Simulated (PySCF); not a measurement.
# Predicted spectroscopic data

- geometry: GFN2-xTB
- J couplings at B3LYP/pcJ-1 (spin–dipole term left out of most H,H and C,H couplings)
- σ from GIAO-PBE0/pcSseg-1
- program: PySCF 2.14.0 with density-fitted response routines
- single conformer, no solvent, no relativistic terms, averaged over atoms made equivalent by symmetry, fast rotation or ring inversion

Scale: 1H (σref 31.72), 13C (σref 186.93) vs TMS (reference shieldings calculated alike). Multiplet labels drop J under 1 Hz and among equivalent protons, and merge close values. Unscaled 3J(H,H) run several per cent high. Where no couplings were computed, multiplicities follow the n + 1 count of equivalent neighbours, and m marks all less simple cases (inequivalent or close neighbours, rings, F or P nearby). Vicinal couplings that depend on rotamer populations or ring flexing (ring, CH–CH, X–H and H–F types) are those of the one conformer. Shifts are as computed. Against solution values, carbons near 30 ppm lie about +3 ppm off and those near 130 ppm about +5 ppm (rms about the fit 2.1 ppm; single classes can miss by 10 ppm). Of 1328 compounds with measured shifts, 309 miss one by over three times the rms of a fit or turn the order of signals round; such compounds aren't used in these exercises. Signals without a measured value on file couldn't be tested in this way; 1H shifts scatter by 0.2 ppm about their fit, and single ones miss by 0.5 ppm.

Compound 1 (C$_{3}$H$_{6}$O). 1H NMR (500 MHz, computed): δ 4.90 (m, 4H), 2.68 (m, 2H). 13C{1H} NMR (computed): δ 73.6 (CH2), 23.3 (CH2). Structure: oxetane.

Compound 2 (C$_{7}$H$_{12}$O). 1H NMR (500 MHz, computed): δ 5.63 (t, 1H), 5.01 (m, 2H), 4.99 (s, 2H), 2.75 (sept, 1H), 1.10 (d, 6H). 13C{1H} NMR (computed): δ 154.8 (C), 126.2 (CH), 81.5 (CH2), 78.2 (CH2), 33.9 (CH), 24.1 (CH3). Structure: SMILES C1C(C(C)C)=CCO1.
